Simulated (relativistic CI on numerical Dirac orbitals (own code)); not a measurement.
**Co3+ in a cubic cluster: 3s photoemission with charge transfer**

Computed with a charge-transfer multiplet model of a cubic metal-ligand cluster with up to 2 ligand holes, Slater and spin-orbit integrals from Dirac-Coulomb-Breit ions, Slater integrals scaled by 0.7. The ground state mixes d6 with configurations of k ligand holes L, whose averages lie at kΔ + k(k − 1)U_dd/2; a core hole lowers each added d electron by U_cd. 20 K, Lorentzian 1.4 eV and Gaussian 0.8 eV FWHM.

Atomic integrals in eV (Slater integrals scaled, ζ unscaled), ground: F2dd 8.824, F4dd 5.512, zeta_d 0.071; with the core hole: F2dd 9.540, F4dd 5.992, zeta_d 0.081, G2cd 9.443.

Cluster parameters (eV): U_dd = 7.2, U_cd = 8.6, 10Dq = 1.25, 10Dq(ligand) = 0.2, V(eg) = 3.2, V(t2g) = -1.53, final-state hopping factor = 0.9.

```
       Case   n_d    d6   d7L  d8L2     S
Δ = -2.1 eV  6.95  0.23  0.58  0.18  0.02
Δ = -1.1 eV  6.88  0.28  0.57  0.15  0.02
 Δ = 0.9 eV  6.73  0.37  0.52  0.10  0.03
 Δ = 1.9 eV  6.66  0.43  0.49  0.08  0.03
 Δ = 2.9 eV  6.59  0.48  0.45  0.07  0.03
```

Weights, n_d and S are thermal averages at 20 K. Binding energies count from the first peak over 30 % of the highest in each spectrum, which can be another peak from case to case. The parameters are a model scan and need not match a compound or its usual spin state. Peaks in eV (height, largest 100):
- Δ = -2.1 eV: 0.0 (100), 5.2 (23), 12.7 (13), 15.4 (9)
- Δ = -1.1 eV: 0.0 (100), 5.3 (21), 12.5 (13), 15.1 (9)
- Δ = 0.9 eV: 0.0 (100), 5.9 (18), 12.4 (15), 14.8 (8)
- Δ = 1.9 eV: 0.0 (100), 6.1 (17), 12.3 (16), 14.6 (7)
- Δ = 2.9 eV: 0.0 (100), 6.3 (16), 12.1 (17)

Curve for Δ = 0.9 eV (points under 2 left out, the grid thinned):

E (eV), Intensity and a bar:
```
     -3.2        5.6 #
     -2.7        7.8 ##
     -2.2       11.5 ###
     -1.7       18.4 #####
     -1.2       32.7 ##########
     -0.8       54.2 ################
     -0.3       89.1 ###########################
      0.2       97.8 ##############################
      0.7       67.5 #####################
      1.2       36.8 ###########
      1.7       20.6 ######
      2.2       13.0 ###
      2.7        9.2 ##
      3.2        7.3 ##
      3.6        6.6 #
      4.1        6.6 #
      4.6        8.2 ##
      5.1       12.0 ###
      5.6       17.0 #####
      6.1       17.3 #####
      6.6       11.9 ###
      7.1        7.2 ##
      7.6        4.7 #
      8.0        3.8 #
      8.5        3.2 
      9.0        3.1 
      9.5        3.2 
     10.0        3.8 #
     10.5        4.8 #
     11.0        6.8 #
     11.5        9.8 ##
     11.9       12.8 ###
     12.4       14.8 ####
     12.9       12.5 ###
     13.4        8.9 ##
     13.9        7.4 ##
     14.4        8.0 ##
     14.9        8.3 ##
     15.4        6.5 #
     15.9        4.2 #
     16.3        2.9 
     16.8        2.0 
     20.3        2.6 
     20.8        2.8 
     21.3        2.1
```

For the case Δ = 0.9 eV, Δ = 0.9 eV is smaller than U_dd = 7.2 eV, the charge-transfer side of the Zaanen-Sawatzky-Allen scheme. With the core hole the configuration with one ligand hole lies at Δ − U_cd = -10.7, -9.7, -7.7, -6.7, -5.7 eV from the one without, in the order of the table; where this is negative the screened configuration lies lower, though the effective hopping of about 5.2 eV (from the holes of the mixed ground state) mixes the two strongly wherever it is as large as the gap.

With at most 2 ligand holes the space is cut while the next configuration still counts, so covalency is underestimated, and a final configuration with one more ligand hole, which can lie low, is missing from the spectra.

Without intra-shell correlation the exchange splitting of the 3s hole comes out too large.
